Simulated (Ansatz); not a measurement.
Cr3P3 was relaxed with PBE0-D4 (def2-SVP, def2-SVPD) in Ansatz in these states: charge +1 singlet, charge -1 singlet. The geometries follow in no particular order.

A:

Cartesian coordinates in Å:
```
Cr -0.1247 0.1145 1.1043
Cr 0.8151 -1.3400 0.3660
Cr -0.7025 0.0392 -0.9547
P -0.1187 2.0724 -0.3472
P 1.5503 0.7185 -0.5224
P -1.4195 -1.6047 0.3540
```

B:

```xyz
6

Cr    0.511   -0.814    0.644
Cr    0.946    0.259   -1.172
Cr   -1.070    0.101   -0.427
P    -0.916    0.580    1.851
P     0.570    1.601    0.533
P    -0.041   -1.727   -1.429
```

Problem. Judge from the bond lengths which geometry belongs to which state (an estimate).

Solution. A is the charge +1 singlet (Cr2–Cr3 2.439 Å, Cr1–Cr2 1.883 Å, Cr2–P5 2.359 Å); B is the charge -1 singlet (Cr2–Cr3 2.155 Å, Cr1–Cr2 2.154 Å, Cr2–P5 2.202 Å).

These are the stationary points nearest to one start from a short search; other shapes may lie lower in each state.
